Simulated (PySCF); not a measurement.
closo-1-SB7 (no H on S)

Geometry:
| atom | x (Å) | y (Å) | z (Å) |
| --- | --- | --- | --- |
| S1 | 1.024 | -0.003 | 1.614 |
| B2 | -0.794 | 0.005 | 1.391 |
| B3 | 0.096 | 0.819 | -1.178 |
| B4 | 0.088 | -0.824 | -1.175 |
| B5 | 0.112 | 1.307 | 0.416 |
| B6 | 0.101 | -1.308 | 0.420 |
| B7 | 1.358 | -0.005 | -0.285 |
| B8 | -1.193 | 0.007 | -0.201 |
| H9 | -1.415 | 0.008 | 2.385 |
| H10 | 0.054 | 1.559 | -2.086 |
| H11 | 0.038 | -1.566 | -2.081 |
| H12 | 0.177 | 2.389 | 0.873 |
| H13 | 0.157 | -2.389 | 0.879 |
| H14 | 2.522 | -0.010 | -0.456 |
| H15 | -2.325 | 0.012 | -0.517 |

Method used: GIAO PBE/def2-SVP magnetisability, rotational g tensor and spin-rotation constants, non-relativistic, gas phase in PySCF 2.14.0. Geometry: GFN2-xTB.

How diamagnetic is it, and how anisotropic?

Isotropic -1448 × 10⁻³⁰ J/T², or -87.2 × 10⁻⁶ cm³/mol; principal values -1912, -1624, -808 × 10⁻³⁰ J/T², anisotropy 992 × 10⁻³⁰ J/T² (root of half the summed squared differences of the principal values). The susceptibility is in cgs units.

Split it along the inertial axes a, b, c into diamagnetic and paramagnetic parts about the centre of mass, with the quadrupole moment.


```
axis  χ (10⁻⁶ cm³/mol)  diamagnetic (10⁻⁶ cm³/mol)  paramagnetic (10⁻⁶ cm³/mol)  summed x² of all electrons (Å²)  quadrupole Θ (D Å)
   a             -53.5                      -456.2                        402.7                             91.5               +0.36
   b             -93.0                      -610.3                        517.3                             55.2               +0.39
   c            -115.1                      -622.1                        506.9                             52.4               -0.75
```
Anisotropies 2χaa − χbb − χcc = +101.2 and 2χbb − χaa − χcc = -17.4 × 10⁻⁶ cm³/mol. Θ is traceless in Buckingham's convention.

And the rotational g tensor?


| axis | rotational constant (GHz) | g | nuclear part | electronic part |
| --- | --- | --- | --- | --- |
| a | 3.5093 | -0.0817 | 0.5823 | -0.6640 |
| b | 2.3236 | -0.0110 | 0.5537 | -0.5647 |
| c | 2.2600 | +0.0136 | 0.5518 | -0.5382 |

Asymmetric top; isotopes 11B, 1H, 32S; no vibrational averaging.
